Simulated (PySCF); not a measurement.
A GIAO shielding run with PySCF (density fitting, non-relativistic, gas phase) on SMILES [SiH3]c1nc(Cl)n[nH]1, C2H4ClN3Si:

```
$ OMP_NUM_THREADS=1 python probes_run.py task.json out

{"job": {"kind": "nmr", "xc": "PBE0", "basis": "cc-pVTZ", "pop": true}, "charge": 0, "multiplicity": 1}
Si    -1.865145     0.430358    -0.261186
C     -0.035207     0.031456    -0.083157
N      0.881454     0.196637    -1.028568
C      2.017129    -0.210941    -0.431595
Cl     3.528439    -0.204151    -1.216563
N      1.886897    -0.619454     0.817768
N      0.580366    -0.459335     1.018421
H     -2.431485    -0.327296    -1.409694
H     -2.527387     0.009168     1.010669
H     -2.042378     1.895011    -0.460670
H      0.174563    -0.701656     1.915262
```

Hardware: 1 thread of an Arm Neoverse V1, shared host. The job also computes population analyses, field gradients, ring-centre shieldings.

(1) How large is the calculation?

(2) How long does it take, and how much memory does it need?

(3) And these other runs on the same molecule and hardware: GIAO shielding at B97-D/pcSseg-1; GIAO shielding at CAM-B3LYP/pcSseg-1; GIAO shielding at KT2/pcSseg-1; GIAO shielding at KT3/pcSseg-1; GIAO shielding at OPBE/pcSseg-1; GIAO shielding at PBE0/6-31G?

Answers

(1) 68 electrons, 274 basis functions and 800 auxiliary functions.

(2) 45 s of wall time, with 14 SCF cycles and 5 response iterations; peak memory 1.1 GiB. Times on a shared host scatter by some tens of per cent.

(3) B97-D/pcSseg-1: 153 functions, 22 s; CAM-B3LYP/pcSseg-1: 153 functions, 21 s; KT2/pcSseg-1: 153 functions, 22 s; KT3/pcSseg-1: 153 functions, 22 s; OPBE/pcSseg-1: 153 functions, 22 s; PBE0/6-31G: 79 functions, 8.7 s.
